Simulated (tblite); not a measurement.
C15H7N3 (N-doped PAH), SMILES c1cnc2c(c1)cc1cc3nccc4nc2c1=c34 at step 0 of a GFN2-xTB optimisation (tblite, gas phase), coordinates in Å:

```
  1 C     4.041    0.729   -0.297
  2 C     3.378    1.957   -0.186
  3 N     2.063    2.089    0.047
  4 C     1.369    0.939    0.161
  5 C     1.932   -0.382    0.064
  6 C     3.298   -0.453   -0.185
  7 C     1.091   -1.632    0.085
  8 C    -0.173   -1.508    0.516
  9 C    -1.413   -2.273    0.285
 10 C    -2.420   -1.369    0.445
 11 N    -3.724   -1.320    0.022
 12 C    -4.165   -0.117   -0.272
 13 C    -3.400    1.206   -0.273
 14 C    -2.195    1.142    0.305
 15 N    -1.035    1.888    0.115
 16 C    -0.086    1.016    0.422
 17 C    -0.557   -0.224    1.002
 18 C    -1.865   -0.117    0.877
 19 H     5.105    0.704   -0.481
 20 H     3.933    2.890   -0.269
 21 H     3.801   -1.406   -0.292
 22 H     1.461   -2.521   -0.407
 23 H    -1.495   -3.232   -0.176
 24 H    -5.214   -0.027   -0.609
 25 H    -3.732    2.022   -0.899
```

The gap is small, so a closed-shell solution may not be the true ground state; the numbers describe that solution.

Problem. What are the forces on the atoms (eV/Å)?

Solution. 
```
  1 C    -0.70    0.13    0.05
  2 C    -0.37   -0.11    0.23
  3 N     0.70   -1.88   -0.24
  4 C    -0.24    1.07   -0.03
  5 C    -0.57   -0.51   -0.09
  6 C     0.39    0.54   -0.06
  7 C     1.17    1.21   -0.52
  8 C    -0.05   -1.04    0.78
  9 C     0.67    0.14    0.03
 10 C    -1.42    0.56    0.17
 11 N    -0.68    1.69   -0.67
 12 C     0.20    0.35    0.19
 13 C    -1.60   -1.87   -0.69
 14 C     0.17    0.77    0.46
 15 N     0.74   -0.75    0.26
 16 C     1.62    0.40    0.44
 17 C     2.69    0.90   -0.81
 18 C    -3.16   -0.87    0.01
 19 H    -0.07   -0.02    0.00
 20 H    -0.15   -0.17    0.01
 21 H    -0.11    0.02    0.05
 22 H     0.12    0.15    0.01
 23 H     0.10   -0.24    0.07
 24 H     0.70   -0.30    0.19
 25 H    -0.14   -0.16    0.16
```
